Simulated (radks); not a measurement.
All-electron atom: Tl77+ in [He] 2s2.

Method: scalar-relativistic Kohn-Sham, PBE, spin-polarised, spherical densities, finite nucleus; Fermi nuclear charge, rms radius 5.4759 fm; computed with a radial shooting solver on a logarithmic mesh with Libxc functionals.

Energy parts (eV):
total: -244132.77
kinetic: 298628.77
electron-nucleus: -546709.46
Hartree: 6054.23
exchange-correlation: -2106.30

Orbitals (lengths in bohr, moments of r in powers of bohr; <r^-3> diverges for s and p1/2):
| orbital | occ. | eigenvalue (eV) | <r^-3> | <1/r> | <r> |
|---|---|---|---|---|---|
| 1s | 2 | -95548.92 | - | 99.65 | 0.01626 |
| 2s | 2 | -23775.73 | - | 24.40 | 0.06612 |
| 2p | 0 | -21831.14 | 31360 | 21.53 | 0.05919 |
| 3s | 0 | -10153.63 | - | 10.24 | 0.1547 |

The highest occupied level is 2s at -23776 eV. Summed over all electrons, <r^2> = 0.01106 bohr^2, which gives a Langevin (diamagnetic) susceptibility term of -0.00876 x 10^-6 cm^3/mol. The electron density at the nucleus is 2.663e+06 e/bohr^3 (large components only). The density falls to 0.001 e/bohr^3 at r = 0.26 bohr. For comparison, the ionisation energy in NIST's Atomic Spectra Database is 23850 eV (theoretical). In exact Kohn-Sham theory the highest level is minus the ionisation energy, but local and semilocal functionals leave it too shallow, through self-interaction and a potential that decays too fast; potentials with the right tail come closer.

Beside tabulated values, note that scalar-relativistic runs lack spin-orbit coupling.
